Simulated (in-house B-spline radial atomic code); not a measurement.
## The rhenium ion Re⁶⁺: [Xe] 4f14 7g1 (an excited or competing configuration)

Method: Dirac-Hartree-Fock, average of configuration, Fermi nucleus of rms radius 5.3698 fm. Calculated with an all-electron radial atomic-structure program (B-spline basis).

Screening seen three ways: the hydrogenic charge with the same mean radius, Z_r = [3n² - l(l+1)]/(2<r>), the one with the same energy, Z_e = n√(-2ε), and Slater's rules. Values are occupation-weighted means over j. An effective charge above Z reflects the relativistic contraction of the inner shells.

```csv
shell,electrons,ε (eV),<r> (bohr),Z_r,Z_e,Slater
1s,2,-72232,0.01804,83.16,72.86,74.70
2s,2,-12739,0.07554,79.43,61.20,70.85
2p,6,-11206,0.0679,73.64,57.40,70.85
3s,2,-3083.7,0.1965,68.71,45.16,63.75
3p,6,-2617.5,0.1967,63.56,41.61,63.75
3d,10,-2049.6,0.1793,58.56,36.82,53.85
4s,2,-750.12,0.4406,54.47,29.70,47.25
4p,6,-593.03,0.4669,49.27,26.41,47.25
4d,10,-383.39,0.5002,41.99,21.23,35.85
5s,2,-190,1.022,36.70,18.68,17.35
4f,14,-152.68,0.5661,31.80,13.40,24.45
5p,6,-144.09,1.146,31.84,16.27,17.35
7g,1,-13.73,8.937,7.11,7.03,-
```

The least bound orbital is 7g7/2 at -13.73 eV, and it is also the most diffuse (<r> = 8.939 bohr).

Spin-orbit splittings of the orbital energies (j = l + 1/2 above j = l - 1/2 when positive): 2p 1443 eV, 3p 318.1 eV, 3d 68.35 eV, 4p 74.96 eV, 4d 14.08 eV, 4f 2.687 eV, 5p 12.78 eV, 7g -0.002905 eV.

For the 1s electron the small component carries 8.02 % of the norm, the zero-frequency Breit interaction raises the level by 254.5 eV, self-energy by 159.7 eV, and vacuum polarisation lowers it by 30.66 eV.

The density falls to 0.001 bohr⁻³ at 2.736 bohr; Σ<r²> = 112.86 bohr² gives, by the non-relativistic formula and without the paramagnetism of open shells, a Langevin diamagnetic susceptibility of -89.38×10⁻⁶ cm³/mol.
